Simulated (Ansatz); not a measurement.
`C#C[SiH2][AlH][SiH3]`, relaxed with RKS PBE-D4/def2-SVP in Ansatz 0.2.0 from a rough embedded geometry. The force threshold is 0.03 eV/Å; the program also tests the step.

The species carries charge 0 and has multiplicity 1.

Start:

```xyz
12

C    -1.361   -2.751    0.236
C    -1.456   -1.569    0.341
Si   -1.651    0.241    0.454
Al    0.397    1.200    0.657
Si    2.110    0.909   -0.934
H    -1.169   -3.829    0.218
H    -2.556    0.541    1.569
H    -2.309    0.680   -0.830
H     0.706    2.114    2.025
H     2.370   -0.544   -1.012
H     1.616    1.405   -2.195
H     3.303    1.602   -0.529
```

(1) How much energy does the relaxation release, and in how many steps? (Best estimate.)

(2) Which bonds change most? (Best estimate.)

(3) Give the relaxed structure. (Estimate.)

## Answers

(1) Computed: 51.87 kJ/mol, in 10 steps.

(2) Ansatz gave: Si3–Al4 from 2.271 to 2.467 Å; Al4–Si5 from 2.356 to 2.463 Å; Si5–H12 from 1.438 to 1.508 Å; Al4–H9 from 1.674 to 1.606 Å.

(3) Ansatz gave: 
```xyz
12

C    -1.063   -2.624    0.203
C    -1.445   -1.456    0.289
Si   -1.846    0.338    0.449
Al    0.396    1.286    0.847
Si    2.057    0.778   -0.899
H    -0.747   -3.656    0.122
H    -2.863    0.513    1.547
H    -2.469    0.810   -0.842
H     0.760    2.086    2.192
H     2.265   -0.716   -0.981
H     1.549    1.226   -2.248
H     3.406    1.416   -0.680
```
